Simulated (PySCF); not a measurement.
Species: C₄H₈F₂O₂.
Atom-mapped SMILES: `[CH3:1][O:2][C@@H:3]([F:4])[C@@H:5]([F:6])[O:7][CH3:8]` (hydrogens: H9, H10, H11 on C1; H12 on C3; H13 on C5; H14, H15, H16 on C8)

The same species was optimised twice, with GFN2-xTB and with PBE0-D3(BJ)/def2-SVP (PySCF), and the same property calculations (PySCF, gas phase) were run on both structures.

```json
{"coordinate": "C3–C5 (Å)", "GFN2-xTB": "1.534", "PBE0-D3(BJ)/def2-SVP": "1.518", "change": "-0.016"}
{"coordinate": "C1–O2 (Å)", "GFN2-xTB": "1.420", "PBE0-D3(BJ)/def2-SVP": "1.405", "change": "-0.015"}
{"coordinate": "O7–C8 (Å)", "GFN2-xTB": "1.420", "PBE0-D3(BJ)/def2-SVP": "1.406", "change": "-0.014"}
{"coordinate": "C3–F4 (Å)", "GFN2-xTB": "1.385", "PBE0-D3(BJ)/def2-SVP": "1.372", "change": "-0.013"}
{"coordinate": "C5–F6 (Å)", "GFN2-xTB": "1.385", "PBE0-D3(BJ)/def2-SVP": "1.373", "change": "-0.012"}
{"coordinate": "O2–C3 (Å)", "GFN2-xTB": "1.361", "PBE0-D3(BJ)/def2-SVP": "1.359", "change": "-0.002"}
{"coordinate": "C5–O7 (Å)", "GFN2-xTB": "1.361", "PBE0-D3(BJ)/def2-SVP": "1.359", "change": "-0.002"}
{"coordinate": "C3–C5–O7 (°)", "GFN2-xTB": "109.4", "PBE0-D3(BJ)/def2-SVP": "108.3", "change": "-1.1"}
{"coordinate": "O2–C3–C5 (°)", "GFN2-xTB": "109.2", "PBE0-D3(BJ)/def2-SVP": "108.4", "change": "-0.8"}
{"coordinate": "C3–C5–F6 (°)", "GFN2-xTB": "107.5", "PBE0-D3(BJ)/def2-SVP": "108.2", "change": "+0.7"}
{"coordinate": "F6–C5–O7 (°)", "GFN2-xTB": "110.2", "PBE0-D3(BJ)/def2-SVP": "110.8", "change": "+0.6"}
{"coordinate": "O2–C3–F4 (°)", "GFN2-xTB": "110.2", "PBE0-D3(BJ)/def2-SVP": "110.8", "change": "+0.6"}
{"coordinate": "F4–C3–C5 (°)", "GFN2-xTB": "107.6", "PBE0-D3(BJ)/def2-SVP": "108.1", "change": "+0.5"}
{"coordinate": "C1–O2–C3 (°)", "GFN2-xTB": "114.4", "PBE0-D3(BJ)/def2-SVP": "114.7", "change": "+0.3"}
{"coordinate": "C5–O7–C8 (°)", "GFN2-xTB": "114.3", "PBE0-D3(BJ)/def2-SVP": "114.7", "change": "+0.4"}
{"coordinate": "C1–O2–C3–F4 (°)", "GFN2-xTB": "71", "PBE0-D3(BJ)/def2-SVP": "72", "change": "+1"}
{"coordinate": "O2–C3–C5–F6 (°)", "GFN2-xTB": "61", "PBE0-D3(BJ)/def2-SVP": "59", "change": "-2"}
{"coordinate": "C3–C5–O7–C8 (°)", "GFN2-xTB": "170", "PBE0-D3(BJ)/def2-SVP": "170", "change": "0"}
```

Rotational constants: A = 4119, B = 1215, C = 988.3 MHz (GFN2-xTB) against A = 4121, B = 1237, C = 1003 MHz (PBE0-D3(BJ)/def2-SVP). Point groups within 0.08 Å: Ci and Ci.

On the GFN2-xTB structure: isotropic polarisability (au) 61.9 [CAM-B3LYP/def2-SVPD]; HOMO (eV) -10.13 [CAM-B3LYP/def2-SVPD]; LUMO (eV) 1.42 [CAM-B3LYP/def2-SVPD]; HOMO (eV) -8.50 [PBE0/pcSseg-1]; LUMO (eV) 1.68 [PBE0/pcSseg-1]; GIAO shielding of C1/C8 (mean) (ppm) 127.9 [PBE0/pcSseg-1]; GIAO shielding of O2/O7 (mean) (ppm) 262.3 [PBE0/pcSseg-1]; GIAO shielding of C3/C5 (mean) (ppm) 71.8 [PBE0/pcSseg-1]; GIAO shielding of F4/F6 (mean) (ppm) 339.3 [PBE0/pcSseg-1].

Q: What do these properties become on the PBE0-D3(BJ)/def2-SVP structure?

A: 
| property | level | on GFN2-xTB | on PBE0-D3(BJ)/def2-SVP | change |
| --- | --- | --- | --- | --- |
| isotropic polarisability (au) | CAM-B3LYP/def2-SVPD | 61.9 | 62.0 | +0.1 |
| HOMO (eV) | CAM-B3LYP/def2-SVPD | -10.13 | -10.09 | +0.04 |
| LUMO (eV) | CAM-B3LYP/def2-SVPD | 1.42 | 1.41 | -0.01 |
| energy, GFN2-xTB geometry as zero (kcal/mol) | CAM-B3LYP/def2-SVPD | 0.0 | 0.0 | 0.0 |
| HOMO (eV) | PBE0/pcSseg-1 | -8.50 | -8.48 | +0.02 |
| LUMO (eV) | PBE0/pcSseg-1 | 1.68 | 1.66 | -0.02 |
| energy, GFN2-xTB geometry as zero (kcal/mol) | PBE0/pcSseg-1 | 0.0 | -0.1 | -0.1 |
| GIAO shielding of C1/C8 (mean) (ppm) | PBE0/pcSseg-1 | 127.9 | 128.0 | +0.1 |
| GIAO shielding of O2/O7 (mean) (ppm) | PBE0/pcSseg-1 | 262.3 | 265.1 | +2.8 |
| GIAO shielding of C3/C5 (mean) (ppm) | PBE0/pcSseg-1 | 71.8 | 73.6 | +1.8 |
| GIAO shielding of F4/F6 (mean) (ppm) | PBE0/pcSseg-1 | 339.3 | 343.1 | +3.8 |

The heavy atoms differ by 0.022 Å rms after alignment. Among bonds between heavy atoms C1–O2 and C3–C5 change most and about equally (-0.016 to -0.015 Å). Changes are differences of the printed values. Neither structure is proved a minimum here.

Shape of the structure used: `[CH3:1][O:2][C@@H:3]([F:4])[C@@H:5]([F:6])[O:7][CH3:8]`: C1–O2–C3–F4 72°, O2–C3–C5–F6 59°, C3–C5–O7–C8 170°.
